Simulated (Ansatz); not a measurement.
`[OH][InH][Cl]` + NH₃ → `[NH2][InH][Cl]` + H₂O  (ligand exchange at the In–O bond)

Calculated with Ansatz (gas phase, PBE0-D4/def2-TZVP geometries, no zero-point term in ΔE). CBS: MP2 limit from def2 TZ/QZ plus the TZ coupled-cluster correction, frozen cores. This one scheme is used for every species. DFT in def2-TZVPP. B3LYP here is the variant with VWN-RPA as its local correlation; programs differ in this. Elements past krypton have def2 core potentials. For In outer-core shells are correlated without core-valence functions, which leaves a few kJ/mol of doubt a bond. Each species was taken in one conformer, which may not be the lowest.

Task: Is it downhill or uphill in electronic energy at CCSD(T)/CBS, and by how much? (Best estimate.)

Result: The calculation gave: Uphill: ΔE = +0.18 eV.

Task: What do these levels give: r2SCAN-D4, PBE0-D4, B3LYP-D4, PBE-QIDH, HF/def2-SVP, HF/CBS(def2)? (Best estimate.)

Result: Ansatz gave: r2SCAN-D4 0.25, PBE0-D4 0.19, B3LYP-D4 0.23, PBE-QIDH 0.18, HF/def2-SVP 0.22, HF/CBS(def2) 0.22 eV.

Largest T1 diagnostic among the species: 0.015.

From PBE to PBE0 (25 % exact exchange), in def2-TZVPP and without D4, ΔE moves by −0.05 eV. In def2-TZVPP, CCSD(T) changes the Hartree–Fock value by −0.04 eV (the triples alone add +0.01 eV) and MP2 by −0.05 eV. Leaving LDA and LC-ωPBE aside and taking each functional with its dispersion term where it has one, the values, not all of them listed here, spread over 0.12 eV, from PBE-QIDH to B97M-V. LDA lies −0.08 eV from PBE without D4.
